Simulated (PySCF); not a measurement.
Iodine: a sound run and one with changed settings

Sound run: I+ [Kr] 4d10 5s2 5p4, I(2+) [Kr] 4d10 5s2 5p3. All numbers are calculated (PySCF 2.14, scalar relativity through the core potential, in cc-pVTZ-PP with ECP28MDF). In the sound run the correlated levels freeze 4s2 4p6 4d10 outside the core potential. The sound run starts from symmetry-adapted Hartree-Fock orbitals and uses a fine grid where one is needed.

Changed run: a valence shell is frozen. This setting is unsound on purpose.

| species | method | sound run (hartree) | changed run (hartree) | converged |
| --- | --- | --- | --- | --- |
| I+ | MP2 | -294.39673 | -294.34978 | yes |
| I+ | CCSD(T) | -294.41709 | -294.35785 | yes |
| I(2+) | MP2 | -293.72509 | -293.67459 | yes |
| I(2+) | CCSD(T) | -293.73992 | -293.67865 | yes |

Ionisation energy of I+:

| method | sound run (eV) | changed run (eV) |
| --- | --- | --- |
| UHF | 17.671 | 17.671 |
| MP2 | 18.276 | 18.373 |
| SCS-MP2 | 18.336 | 18.516 |
| CCSD | 18.404 | 18.461 |
| CCSD(T) | 18.427 | 18.482 |

Freezing a valence shell removes pair correlation that changes on ionisation.

For comparison, NIST gives 19.131 eV between the lowest levels.
